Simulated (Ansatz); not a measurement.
# Molecular dynamics of AlClFH2N

The input (input.yaml):

```yaml
crystal:
  periodic: [false, false, false]
  atoms:
    - { symbol: Al, position_ang: [-0.007907, -0.104471, 0.011668] }
    - { symbol: Cl, position_ang: [0.047002, -0.582217, 2.000655] }
    - { symbol: "N", position_ang: [1.530502, 0.060173, -0.829679] }
    - { symbol: H, position_ang: [2.454918, -0.003857, -0.552335] }
    - { symbol: H, position_ang: [1.600074, -0.085881, -1.885222] }
    - { symbol: F, position_ang: [-1.163354, 0.801619, -0.837412] }
basis:
  gaussian: { orbitals: def2-SVP }
hamiltonian:
  xc: r2scanh
md:
  timestep: 0.5
  n_steps: 100
  ensemble: nvt_langevin
  temperature: 300.0
  initial_velocities: maxwell_boltzmann
  seed: 434335
  friction: 0.001
```

Launched with:

```bash
$ ansatz run input.yaml --threads 1 --pin off --max-ram 2048MiB --backend cpu --events-out ev --progress --plain --runs-dir out
```

It goes on from the last frame of an earlier run, with new velocities.

Output, in part (one step line in 2, the closing report, with atoms numbered from 0):

```
md step     0: t =     0.00 fs  T =   250.0 K  F+E_penalty+E_count = -23350.52428253 eV  E_kin = 0.193890 eV  (26 SCF iters)
md step     2: t =     1.00 fs  T =   344.6 K  F+E_penalty+E_count = -23350.59107491 eV  E_kin = 0.267261 eV  (27 SCF iters)
md step     4: t =     2.00 fs  T =   324.9 K  F+E_penalty+E_count = -23350.57314576 eV  E_kin = 0.251983 eV  (27 SCF iters)
md step     6: t =     3.00 fs  T =   245.5 K  F+E_penalty+E_count = -23350.50844768 eV  E_kin = 0.190384 eV  (28 SCF iters)
md step     8: t =     4.00 fs  T =   207.9 K  F+E_penalty+E_count = -23350.48098852 eV  E_kin = 0.161204 eV  (28 SCF iters)
md step    10: t =     5.00 fs  T =   305.9 K  F+E_penalty+E_count = -23350.55464063 eV  E_kin = 0.237247 eV  (28 SCF iters)
md step    12: t =     6.00 fs  T =   448.5 K  F+E_penalty+E_count = -23350.66635426 eV  E_kin = 0.347839 eV  (27 SCF iters)
md step    14: t =     7.00 fs  T =   423.4 K  F+E_penalty+E_count = -23350.65188636 eV  E_kin = 0.328386 eV  (27 SCF iters)
md step    16: t =     8.00 fs  T =   309.1 K  F+E_penalty+E_count = -23350.55927083 eV  E_kin = 0.239702 eV  (28 SCF iters)
md step    18: t =     9.00 fs  T =   348.6 K  F+E_penalty+E_count = -23350.59225463 eV  E_kin = 0.270339 eV  (27 SCF iters)
md step    20: t =    10.00 fs  T =   465.5 K  F+E_penalty+E_count = -23350.68047324 eV  E_kin = 0.360989 eV  (25 SCF iters)
md step    22: t =    11.00 fs  T =   461.8 K  F+E_penalty+E_count = -23350.68063701 eV  E_kin = 0.358154 eV  (24 SCF iters)
md step    24: t =    12.00 fs  T =   387.2 K  F+E_penalty+E_count = -23350.62457851 eV  E_kin = 0.300325 eV  (26 SCF iters)
md step    26: t =    13.00 fs  T =   369.5 K  F+E_penalty+E_count = -23350.60618217 eV  E_kin = 0.286606 eV  (26 SCF iters)
md step    28: t =    14.00 fs  T =   477.8 K  F+E_penalty+E_count = -23350.68570083 eV  E_kin = 0.370598 eV  (26 SCF iters)
md step    30: t =    15.00 fs  T =   604.2 K  F+E_penalty+E_count = -23350.78979458 eV  E_kin = 0.468599 eV  (25 SCF iters)
md step    32: t =    16.00 fs  T =   583.0 K  F+E_penalty+E_count = -23350.76728127 eV  E_kin = 0.452161 eV  (27 SCF iters)
md step    34: t =    17.00 fs  T =   468.3 K  F+E_penalty+E_count = -23350.67207746 eV  E_kin = 0.363159 eV  (28 SCF iters)
md step    36: t =    18.00 fs  T =   515.6 K  F+E_penalty+E_count = -23350.70554057 eV  E_kin = 0.399869 eV  (28 SCF iters)
md step    38: t =    19.00 fs  T =   646.2 K  F+E_penalty+E_count = -23350.80329243 eV  E_kin = 0.501178 eV  (25 SCF iters)
md step    40: t =    20.00 fs  T =   636.8 K  F+E_penalty+E_count = -23350.79829024 eV  E_kin = 0.493903 eV  (25 SCF iters)
md step    42: t =    21.00 fs  T =   533.4 K  F+E_penalty+E_count = -23350.71879185 eV  E_kin = 0.413681 eV  (28 SCF iters)
md step    44: t =    22.00 fs  T =   496.4 K  F+E_penalty+E_count = -23350.68362565 eV  E_kin = 0.385006 eV  (28 SCF iters)
md step    46: t =    23.00 fs  T =   590.3 K  F+E_penalty+E_count = -23350.75388084 eV  E_kin = 0.457775 eV  (28 SCF iters)
md step    48: t =    24.00 fs  T =   732.8 K  F+E_penalty+E_count = -23350.85607441 eV  E_kin = 0.568354 eV  (28 SCF iters)
md step    50: t =    25.00 fs  T =   725.8 K  F+E_penalty+E_count = -23350.85800248 eV  E_kin = 0.562902 eV  (28 SCF iters)
md step    52: t =    26.00 fs  T =   638.6 K  F+E_penalty+E_count = -23350.76698926 eV  E_kin = 0.495235 eV  (28 SCF iters)
md step    54: t =    27.00 fs  T =   641.2 K  F+E_penalty+E_count = -23350.77571979 eV  E_kin = 0.497321 eV  (28 SCF iters)
md step    56: t =    28.00 fs  T =   766.1 K  F+E_penalty+E_count = -23350.88047571 eV  E_kin = 0.594123 eV  (28 SCF iters)
md step    58: t =    29.00 fs  T =   769.2 K  F+E_penalty+E_count = -23350.88908753 eV  E_kin = 0.596540 eV  (25 SCF iters)
md step    60: t =    30.00 fs  T =   652.3 K  F+E_penalty+E_count = -23350.79466494 eV  E_kin = 0.505904 eV  (28 SCF iters)
md step    62: t =    31.00 fs  T =   564.4 K  F+E_penalty+E_count = -23350.72368708 eV  E_kin = 0.437706 eV  (28 SCF iters)
md step    64: t =    32.00 fs  T =   606.4 K  F+E_penalty+E_count = -23350.76510761 eV  E_kin = 0.470266 eV  (28 SCF iters)
md step    66: t =    33.00 fs  T =   737.7 K  F+E_penalty+E_count = -23350.85482752 eV  E_kin = 0.572093 eV  (28 SCF iters)
md step    68: t =    34.00 fs  T =   726.3 K  F+E_penalty+E_count = -23350.84651288 eV  E_kin = 0.563268 eV  (28 SCF iters)
md step    70: t =    35.00 fs  T =   588.4 K  F+E_penalty+E_count = -23350.74445788 eV  E_kin = 0.456303 eV  (28 SCF iters)
md step    72: t =    36.00 fs  T =   586.4 K  F+E_penalty+E_count = -23350.75249787 eV  E_kin = 0.454810 eV  (28 SCF iters)
md step    74: t =    37.00 fs  T =   702.9 K  F+E_penalty+E_count = -23350.85199229 eV  E_kin = 0.545156 eV  (28 SCF iters)
md step    76: t =    38.00 fs  T =   701.6 K  F+E_penalty+E_count = -23350.84664879 eV  E_kin = 0.544098 eV  (26 SCF iters)
md step    78: t =    39.00 fs  T =   588.6 K  F+E_penalty+E_count = -23350.74168095 eV  E_kin = 0.456456 eV  (28 SCF iters)
md step    80: t =    40.00 fs  T =   497.7 K  F+E_penalty+E_count = -23350.66589870 eV  E_kin = 0.385971 eV  (28 SCF iters)
md step    82: t =    41.00 fs  T =   515.3 K  F+E_penalty+E_count = -23350.69124731 eV  E_kin = 0.399667 eV  (27 SCF iters)
md step    84: t =    42.00 fs  T =   604.8 K  F+E_penalty+E_count = -23350.76080362 eV  E_kin = 0.469095 eV  (27 SCF iters)
md step    86: t =    43.00 fs  T =   575.9 K  F+E_penalty+E_count = -23350.74251476 eV  E_kin = 0.446674 eV  (27 SCF iters)
md step    88: t =    44.00 fs  T =   429.6 K  F+E_penalty+E_count = -23350.62108125 eV  E_kin = 0.333145 eV  (27 SCF iters)
md step    90: t =    45.00 fs  T =   421.1 K  F+E_penalty+E_count = -23350.60285483 eV  E_kin = 0.326602 eV  (27 SCF iters)
md step    92: t =    46.00 fs  T =   568.5 K  F+E_penalty+E_count = -23350.72243011 eV  E_kin = 0.440890 eV  (27 SCF iters)
md step    94: t =    47.00 fs  T =   619.6 K  F+E_penalty+E_count = -23350.76334867 eV  E_kin = 0.480555 eV  (27 SCF iters)
md step    96: t =    48.00 fs  T =   502.4 K  F+E_penalty+E_count = -23350.67664866 eV  E_kin = 0.389603 eV  (27 SCF iters)
md step    98: t =    49.00 fs  T =   410.1 K  F+E_penalty+E_count = -23350.60074616 eV  E_kin = 0.318069 eV  (28 SCF iters)
md step   100: t =    50.00 fs  T =   465.2 K  F+E_penalty+E_count = -23350.64349730 eV  E_kin = 0.360761 eV  (26 SCF iters)
Total energy: -23350.64350692 eV, -858.1203212447 hartree
Atom 0 at     0.170097     0.178035     0.059491 Å, force     0.676112    -0.603535    -1.672741 eV/Å
Atom 1 at    -0.153291    -0.681677     1.894563 Å, force    -0.164645    -0.148014     0.692846 eV/Å
Atom 2 at     1.753693    -0.182786    -0.752638 Å, force    -0.363179    -2.551190     1.932968 eV/Å
Atom 3 at     2.325601    -1.097690    -0.557402 Å, force    -1.524831     2.614899    -0.363333 eV/Å
Atom 4 at     2.215739     0.376304    -1.420900 Å, force     0.615291     0.610303    -1.016465 eV/Å
Atom 5 at    -1.175412     0.767224    -0.757934 Å, force     0.761253     0.077537     0.426725 eV/Å
Dipole moment:     0.523607     0.075897    -0.151890 e Å
```

The run went to its last step. The mean temperature of the second half is 100 % above the set value. A run of 0.05 ps of so small a system gives no equilibrium averages.

The same pairs are bonded in the first frame and the last. Pairs count as bonded within 1.25 times the sum of covalent radii (0.12 Å more for H–H).

Last frame:

```xyz
6
Properties=species:S:1:pos:R:3
Al 0.170 0.178 0.059
Cl -0.153 -0.682 1.895
N 1.754 -0.183 -0.753
H 2.326 -1.098 -0.557
H 2.216 0.376 -1.421
F -1.175 0.767 -0.758
```

The run took 7.2 min on 1 thread of Arm Neoverse V1 (shared host), peak memory 0.15 GiB.
